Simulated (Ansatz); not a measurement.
Si(F)(I)2(OH) (FHI2OSi), SMILES O[Si](F)(I)I.

The structure is a stationary point at PBE0-D3(BJ)/def2-SVP. The structure was generated by enumeration, and PubChem lists no compound with its InChIKey, so it may never have been made. The def2 effective core potentials stand for the cores of I; spin–orbit coupling is left out. The values are those of a single conformer.

Two levels are set side by side: PBE/def2-SVPD (Ansatz, a first-principles code) and CAM-B3LYP/def2-SVPD (Ansatz). Energy differences of separate SCF runs at the same geometry; the states with an electron removed or added have multiplicity 2 and 2. Differences are taken from unrounded values.

```tsv
quantity	PBE
vertical ionisation energy (eV)	9.45
vertical singlet–triplet gap (eV)	4.36
```

Question: These are the PBE values. What does CAM-B3LYP give? (Estimate from the structure and the level; the computed values follow.)

Answer: 
```json
[
 {"quantity": "vertical ionisation energy (eV)", "CAM-B3LYP": "10.02", "PBE minus CAM-B3LYP": "-0.57"},
 {"quantity": "vertical singlet–triplet gap (eV)", "CAM-B3LYP": "4.96", "PBE minus CAM-B3LYP": "-0.60"}
]
```
